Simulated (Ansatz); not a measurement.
Job for Ansatz (a first-principles code): U-PBE0/def2-TZVPP on CsW, 2S+1 = 2, a spin state set in the input, which need not be the lowest. Elements past Kr take the def2 small-core potentials; no spin–orbit coupling.

Ansatz 0.2 input:
```yaml
crystal:
  periodic: [false, false, false]
  atoms:
    - {symbol: W, position_ang: [0.00000000, 0.00000000, 0.00000000]}
    - {symbol: Cs, position_ang: [0.00000000, 0.00000000, 3.85700000]}
basis:
  gaussian:
    orbitals: def2-TZVPP
hamiltonian:
  xc: {name: PBE0}
magnetization: {spin_polarized: true, initial_magnetization: 1}
relax: {f_tol: 0.002, max_steps: 120}
```

The log:

```
WARN ansatz: RAYON_NUM_THREADS=1 ignored (pool sized by the plan → 1); use --threads N
Functional definition: PBE0
integrals: 0.03 GiB planned
640 factors; their error is unknown
mean field: 0.32 GiB planned
mean field evaluation 1: about -2362.6020 eV, gradient 2.3e1 eV
mean field evaluation 2: about -2248.9498 eV, gradient 6.7e1 eV
mean field evaluation 4: about -2365.3377 eV, gradient 1.3e1 eV
mean field evaluation 8: about -2367.5905 eV, gradient 1.2e0 eV
mean field evaluation 16: about -2368.0024 eV, gradient 1.4e0 eV
mean field evaluation 32: about -2368.5464 eV, gradient 1.1e-3 eV
mean field evaluation 64: about -2367.1928 eV, gradient 7.5e0 eV
mean field evaluation 96: about -2367.7918 eV, gradient 4.4e-2 eV
mean field evaluation 128: about -2367.8075 eV, gradient 2.2e0 eV
mean field evaluation 160: about -2367.8582 eV, gradient 1.9e-5 eV
mean field evaluation 192: about -2368.3224 eV, gradient 3.7e0 eV
mean field evaluation 224: about -2368.5460 eV, gradient 2.7e-3 eV
mean field evaluation 256: about -2368.5573 eV, gradient 1.8e-4 eV
mean field evaluation 288: about -2368.5464 eV, gradient 3.1e-3 eV
mean field evaluation 320: about -2368.5442 eV, gradient 9.5e-2 eV
mean field evaluation 352: about -2368.5554 eV, gradient 2.5e-2 eV
mean field evaluation 384: about -2368.2070 eV, gradient 1.3e0 eV
mean field evaluation 416: about -2368.5555 eV, gradient 1.8e-2 eV
mean field evaluation 448: about -2368.1898 eV, gradient 3.8e0 eV
mean field evaluation 480: about -2368.5456 eV, gradient 6.3e-2 eV
mean field evaluation 512: about -2365.4268 eV, gradient 1.5e1 eV
mean field evaluation 544: about -2368.5424 eV, gradient 2.7e-1 eV
mean field -2368.55729058 eV, -87.0428749628 hartree, gradient 1.4e-8 eV, S^2 2.741632; 26 other end points of the search recorded, 0 dependent functions left out
the calculation of the forces begins
reference -2368.55732728 eV, -87.0428763117 hartree; 12, 11 occupied and 80, 81 virtual orbitals, 640 factors
relax step   1: F+E_penalty+E_count = -2368.55729058 eV  Δ(F+E_penalty+E_count) = +0.000e0 eV  max|allowed force component| = 5.442e-1 eV/Å  Δτ_max = 0.0000 Å  (3350 SCF iters, accepted)
these checks for a lower state are left out or cut short: starts, cluster_reference, orbital_swaps, neighbouring_geometries, increment
integrals: 0.03 GiB planned
640 factors; their error is unknown
mean field: 0.32 GiB planned
mean field evaluation 576: about -2368.5767 eV, gradient 4.3e-5 eV
mean field -2368.59890964 eV, -87.0444044351 hartree, gradient 9.7e-9 eV, S^2 2.741334; 1 other end points of the search recorded, 0 dependent functions left out
the calculation of the forces begins
reference -2368.59894651 eV, -87.0444057902 hartree; 12, 11 occupied and 80, 81 virtual orbitals, 640 factors
relax step   2: F+E_penalty+E_count = -2368.59890964 eV  Δ(F+E_penalty+E_count) = -4.162e-2 eV  max|allowed force component| = 4.991e-1 eV/Å  Δτ_max = 0.0398 Å  (467 SCF iters, accepted)
these checks for a lower state are left out or cut short: starts, cluster_reference, orbital_swaps, neighbouring_geometries, increment
integrals: 0.03 GiB planned
640 factors; their error is unknown
mean field: 0.32 GiB planned
mean field evaluation 608: about -2368.6082 eV, gradient 5.2e-1 eV
mean field -2368.71998973 eV, -87.0488540465 hartree, gradient 1.7e-8 eV, S^2 2.729794; 1 other end points of the search recorded, 0 dependent functions left out
the calculation of the forces begins
reference -2368.72002755 eV, -87.0488554363 hartree; 12, 11 occupied and 80, 81 virtual orbitals, 640 factors
relax step   3: F+E_penalty+E_count = -2368.71998973 eV  Δ(F+E_penalty+E_count) = -1.211e-1 eV  max|allowed force component| = 5.215e-2 eV/Å  Δτ_max = 0.1950 Å  (265 SCF iters, accepted)
these checks for a lower state are left out or cut short: starts, cluster_reference, orbital_swaps, neighbouring_geometries, increment
integrals: 0.03 GiB planned
640 factors; their error is unknown
mean field: 0.32 GiB planned
mean field -2368.72052867 eV, -87.0488738521 hartree, gradient 2.3e-8 eV, S^2 2.726905; 0 other end points of the search recorded, 0 dependent functions left out
the calculation of the forces begins
reference -2368.72056659 eV, -87.0488752457 hartree; 12, 11 occupied and 80, 81 virtual orbitals, 640 factors
relax step   4: F+E_penalty+E_count = -2368.72052867 eV  Δ(F+E_penalty+E_count) = -5.389e-4 eV  max|allowed force component| = 2.963e-2 eV/Å  Δτ_max = 0.0228 Å  (178 SCF iters, accepted)
these checks for a lower state are left out or cut short: starts, cluster_reference, orbital_swaps, neighbouring_geometries, increment
integrals: 0.03 GiB planned
640 factors; their error is unknown
mean field: 0.32 GiB planned
mean field evaluation 640: about -2368.7208 eV, gradient 2.4e-5 eV
mean field -2368.72076500 eV, -87.0488825370 hartree, gradient 1.8e-8 eV, S^2 2.728002; 0 other end points of the search recorded, 0 dependent functions left out
the calculation of the forces begins
reference -2368.72080288 eV, -87.0488839292 hartree; 12, 11 occupied and 80, 81 virtual orbitals, 640 factors
relax step   5: F+E_penalty+E_count = -2368.72076500 eV  Δ(F+E_penalty+E_count) = -2.363e-4 eV  max|allowed force component| = 8.083e-4 eV/Å  Δτ_max = 0.0082 Å  (185 SCF iters, accepted)
integrals: 0.03 GiB planned
640 factors; their error is unknown
mean field: 0.32 GiB planned
mean field evaluation 672: about -2368.6830 eV, gradient 9.1e-2 eV
mean field evaluation 704: about -2367.8131 eV, gradient 5.5e0 eV
mean field evaluation 736: about -2368.0551 eV, gradient 4.3e-4 eV
mean field evaluation 768: about -2368.6942 eV, gradient 7.4e-1 eV
mean field evaluation 800: about -2368.7166 eV, gradient 4.9e-2 eV
mean field evaluation 832: about -2368.7124 eV, gradient 7.7e-2 eV
mean field -2368.72076500 eV, -87.0488825370 hartree, gradient 1.8e-8 eV, S^2 2.728002; 8 other end points of the search recorded, 0 dependent functions left out
the calculation of the forces begins
reference -2368.72080288 eV, -87.0488839292 hartree; 12, 11 occupied and 80, 81 virtual orbitals, 640 factors
Total energy: -2368.72080288 eV, -87.0488839292 hartree
Atom 0 at     0.000000    -0.000000     0.249317 Å, force    -0.000000     0.000000     0.000808 eV/Å
Atom 1 at    -0.000000     0.000000     3.607683 Å, force     0.000000    -0.000000    -0.000808 eV/Å
Dipole moment:     0.000004     0.000001     1.800895 e Å
```

The calculation finished and met its thresholds. Its determinant has ⟨S²⟩ = 2.73, a mixture of spin states.

Cost: about 8 core-minutes (a rough figure).
